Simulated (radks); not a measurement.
The numbers below are computed, except where a source is named.
All-electron atom: V IV in [Ar] 3d2 (the NIST ground configuration). Level of theory: scalar-relativistic Kohn-Sham, BLYP, spin-polarised, spherical densities, finite nucleus; open shells are filled with parallel spins first; Fermi nuclear charge, rms radius 3.6002 fm (a radial shooting solver on a logarithmic mesh with Libxc functionals).

Unscreened Slater integrals over Kohn-Sham orbitals (eV). They are taken over the spin-up orbitals.

integral    value
F0(3d,3d)  21.261
F2(3d,3d)  10.013
F4(3d,3d)  6.2646
F0(3d,3p)  22.803
F2(3d,3p)  10.915
G1(3d,3p)  13.573
G3(3d,3p)  8.2462
F0(3d,3s)  23.379
G2(3d,3s)  10.361
F0(3d,2p)  29.359
F2(3d,2p)  5.3286
G1(3d,2p)  3.7992
G3(3d,2p)  2.1522
F0(3p,3p)  24.758
F2(3p,3p)  12.445
F0(3p,3s)  25.429
G1(3p,3s)  16.905
F0(3p,2p)  33.625
F2(3p,2p)  6.5995
G0(3p,2p)  2.5985
G2(3p,2p)  2.7001
F0(3s,3s)  26.167
F0(3s,2p)  34.788
G1(3s,2p)  2.8578
F0(2p,2p)  90.724
F2(2p,2p)  42.568

Derived for the open shells (J is the average intra-shell exchange parameter used in DFT+U). 3d: Racah B = F2/49 - 5 F4/441 = 0.1333 eV, C = 35 F4/441 = 0.4972 eV, C/B = 3.73, F4/F2 = 0.626, J = (F2 + F4)/14 = 1.163 eV.
